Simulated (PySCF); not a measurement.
C12H11N, SMILES Cc1ccccc1-c1ccccn1 (GFN2-xTB optimised geometry):

```
24

C     -0.742     2.007     0.019
C     -1.408     0.668     0.006
C     -2.799     0.647     0.002
C     -3.521    -0.530    -0.009
C     -2.840    -1.733    -0.015
C     -1.461    -1.736    -0.012
C     -0.709    -0.556    -0.002
C      0.764    -0.632    -0.001
C      1.460    -1.851     0.000
C      2.842    -1.851     0.000
C      3.523    -0.643     0.000
C      2.758     0.511     0.000
N      1.441     0.516    -0.001
H     -0.103     2.107     0.892
H     -0.107     2.126    -0.855
H     -1.489     2.798     0.029
H     -3.331     1.589     0.007
H     -4.601    -0.508    -0.012
H     -3.380    -2.669    -0.023
H     -0.967    -2.694    -0.018
H      0.947    -2.798     0.001
H      3.383    -2.787     0.000
H      4.601    -0.602     0.000
H      3.221     1.490     0.000
```

Calculation: CAM-B3LYP/def2-SVP run with PySCF.

Task: What are the frontier orbital energies and the dipole moment?

Result: HOMO-2 -8.38 eV, HOMO-1 -8.15 eV, HOMO -7.60 eV, LUMO -0.10 eV, LUMO+1 0.62 eV; dipole moment 1.71 D.

Meta-Löwdin charges at CAM-B3LYP/def2-SVP: C1 -0.28, C2 0.04, C3 -0.11, C4 -0.09, C5 -0.11, C6 -0.10, C7 -0.02, C8 0.12, C9 -0.13, C10 -0.07, C11 -0.13, C12 0.02, N13 -0.27, H14 0.12, H15 0.12, H16 0.08, H17 0.10, H18 0.10, H19 0.10, H20 0.10, H21 0.11, H22 0.11, H23 0.11, H24 0.10.
